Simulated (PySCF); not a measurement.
C3H6Si, SMILES C([SiH2]C)#C. Heavy atoms are numbered as in [SiH2:1]([CH3:2])[C:3]#[CH:4]. Hydrogens are named by the atom that carries them.

The structure is a stationary point at r2SCAN-D4/def2-SVP.

Level of theory: PBE0/pcSseg-1 (PySCF).

GIAO shieldings, no solvent; atoms alike by connectivity are averaged. δ = σ(ref) − σ: ²⁹Si against TMS (σ = 352.7 ppm); ¹³C against TMS (σ = 186.3 ppm); ¹H against TMS (σ = 31.56 ppm), references at their B3LYP-D3(BJ)/def2-TZVP geometries, non-relativistic.

Question: Estimate the chemical shifts. (An estimate is asked for; the answer gives what the named calculation found.)

Answer: 
| nucleus | atoms | count | δ (ppm) |
|---|---|---|---|
| ²⁹Si | Si1 (SiH2) | 1 | -65.0 |
| ¹³C | C4 (CH) | 1 | 107.1 |
| ¹³C | C3 | 1 | 88.5 |
| ¹³C | C2 (CH3) | 1 | -3.4 |
| ¹H | H on Si1 | 2 | 4.62 |
| ¹H | H on C4 | 1 | 2.62 |
| ¹H | H on C2 | 3 | 0.63 |
